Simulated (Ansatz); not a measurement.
What each rung costs, and what it gives

Saddle point of GaSiNH6, closed shell (GaSiNH₆ ([NH2][GaH][SiH3]) → GaSiNH₆ ([SiH3][NH][GaH2]); bonds formed: Ga1–H4, Si2–N3; bonds broken: Ga1–Si2, N3–H4), PBE0-D4/def2-TZVP structure:

```xyz
9
angstrom
Ga -1.3577 -0.2505 -0.6372
Si 1.0778 0.7774 0.3585
N -0.7643 -1.7550 0.0293
H 0.2828 -0.7611 0.3098
H -2.1146 0.9174 -1.3087
H 2.3499 0.6759 -0.4070
H 0.3847 2.0096 -0.1551
H 1.3751 1.0454 1.7917
H -1.2336 -2.6592 0.0186
```

Barriers are electronic and count from the start structure reached by relaxing down the imaginary mode.

Program: Ansatz 0.2.0. Basis: as named in each row. Cores are frozen in the correlated methods. Filled d shells of the heavier atoms are correlated. The def2 sets are not built for correlating such inner shells, so the correlated values are less sure here. B3LYP uses VWN-RPA correlation. Extrapolation: Hartree–Fock as exp(−7.88 √X), correlation as X^−2.97.

Times are rough, for one single point on 4 threads of a shared host (Intel Xeon).

The estimate by CCSD(T) at an estimated basis limit (MP2 extrapolated from triple and quadruple zeta, plus CCSD(T) − MP2 in triple zeta) is 343.6 kJ/mol.

```
      method       basis  time (s)  barrier (kJ/mol)  method less estimate
          HF      STO-3G   under 1             522.8                 179.2
       SPW92    def2-SVP         1             300.9                 -42.8
      PBE-D4    def2-SVP         2             308.4                 -35.3
      PBE-D4      STO-3G         2             309.8                 -33.9
    B3LYP-D4       6-31G         2             365.2                  21.6
     PBE0-D4    def2-SVP         3             347.0                   3.4
       SPW92  def2-TZVPP         3             295.5                 -48.2
      PBE-D4  def2-TZVPP         3             303.1                 -40.5
     BLYP-D4  def2-TZVPP         4             307.4                 -36.2
   r2SCAN-D4  def2-TZVPP         6             327.1                 -16.5
     PBE0-D4  def2-TZVPP         6             337.9                  -5.7
    B3LYP-D4  def2-TZVPP         6             336.4                  -7.3
    BHLYP-D4  def2-TZVPP         6             375.4                  31.8
  r2SCAN0-D4  def2-TZVPP         7             351.7                   8.1
CAM-B3LYP-D4  def2-TZVPP         7             355.4                  11.7
     CCSD(T)    def2-SVP         8             358.4                  14.8
     wB97M-V    def2-SVP         8             361.1                  17.5
      B2PLYP  def2-TZVPP        10             336.7                  -6.9
    PBE-QIDH  def2-TZVPP        10             351.6                   7.9
  RPA on PBE  def2-TZVPP        11             333.7                  -9.9
      B97M-V  def2-TZVPP        13             336.2                  -7.5
     wB97X-V  def2-TZVPP        13             360.8                  17.2
     wB97M-V  def2-TZVPP        13             351.8                   8.2
         MP2  def2-QZVPP        38             333.3                 -10.4
     CCSD(T)  def2-TZVPP        78             342.8                  -0.8
```

All methods are single points on the PBE0-D4 structures.

No T1 diagnostic of these runs exceeds 0.022.

Labels in which every atom is bracketed show which atoms are joined, not bond orders.
